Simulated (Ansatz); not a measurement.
Cost and result up the ladder for Li5Te3 (8 atoms). Total charge 0; doublet. Geometry: PBE-D4/def2-SVP.

```xyz
8

Li   -1.312    1.424   -0.274
Li   -0.058    1.523   -3.954
Li    0.726   -1.244   -1.330
Li   -0.633   -1.667    3.000
Li    1.027    0.346    1.111
Te    0.892    1.352   -1.704
Te    0.814   -2.353    0.989
Te   -1.455    0.619    2.162
```

Ansatz on 4 threads of Arm Neoverse V1 on a shared host. Times are rough, and most runs start from the orbitals of an earlier one. PBE0-D4/def2-TZVP serves as the yardstick here, not as an exact answer. Differences are given only for rows in sets of like size (and for xTB, whose basis is part of the method), since another set adds its own error. Binding counts from free atoms at the same level (Li doublet, Te triplet; other spins of the atoms weren't run), without zero-point energy or a counterpoise term.

In the def2 sets Te takes a core potential; there is no spin–orbit coupling. HSE06 is defined as in plane-wave codes, on full-range PBE exchange. Correlated methods freeze 12 core orbitals; core or outer-core shells of Li, Te are correlated, in sets that lack core-valence functions. The rows differ in basis, and correlated rows in double-zeta sets carry the largest basis error. Another isomer (doublet) lies 0.86 eV lower at PBE0-D4/def2-TZVP; other spin states weren't run for this one.

Correlated methods converge slowly with the basis, most of all in double-zeta sets.

```json
{"level": "PBE0-D4/def2-TZVP", "functions": "220", "binding energy per atom (eV)": "2.20", "difference from PBE0-D4/def2-TZVP (eV)": "0.00"}
{"level": "HSE06-D4/def2-TZVP", "functions": "220", "binding energy per atom (eV)": "2.20", "difference from PBE0-D4/def2-TZVP (eV)": "0.00"}
{"level": "HF/def2-TZVP", "functions": "220", "binding energy per atom (eV)": "1.46", "difference from PBE0-D4/def2-TZVP (eV)": "-0.73"}
{"level": "PBE0-D4/def2-SVP", "functions": "123", "binding energy per atom (eV)": "2.25", "difference from PBE0-D4/def2-TZVP (eV)": "–"}
{"level": "CCSD(T)/def2-SVP", "functions": "123", "binding energy per atom (eV)": "2.01", "difference from PBE0-D4/def2-TZVP (eV)": "–"}
{"level": "PBE-D4/def2-SVP", "functions": "123", "binding energy per atom (eV)": "2.28", "difference from PBE0-D4/def2-TZVP (eV)": "–"}
{"level": "MP2/def2-TZVP", "functions": "220", "binding energy per atom (eV)": "2.11", "difference from PBE0-D4/def2-TZVP (eV)": "-0.08"}
{"level": "BLYP-D4/def2-TZVP", "functions": "220", "binding energy per atom (eV)": "2.18", "difference from PBE0-D4/def2-TZVP (eV)": "-0.01"}
{"level": "PBE-D4/def2-TZVP (with forces)", "functions": "220", "binding energy per atom (eV)": "2.23", "difference from PBE0-D4/def2-TZVP (eV)": "0.03"}
{"level": "r2SCAN-D4/def2-TZVP", "functions": "220", "binding energy per atom (eV)": "2.21", "difference from PBE0-D4/def2-TZVP (eV)": "0.02"}
```

(1) Estimate how long each takes.

Answers

(1) PBE-D4/def2-SVP 4.5 s; PBE0-D4/def2-SVP 7 s; PBE-D4/def2-TZVP (with forces) 8 s; BLYP-D4/def2-TZVP 8.5 s; MP2/def2-TZVP 15 s; PBE0-D4/def2-TZVP 17 s; r2SCAN-D4/def2-TZVP 17 s; HSE06-D4/def2-TZVP 18 s; HF/def2-TZVP 23 s; CCSD(T)/def2-SVP 3.1 min. On shared hardware such times vary by a factor of up to 3.
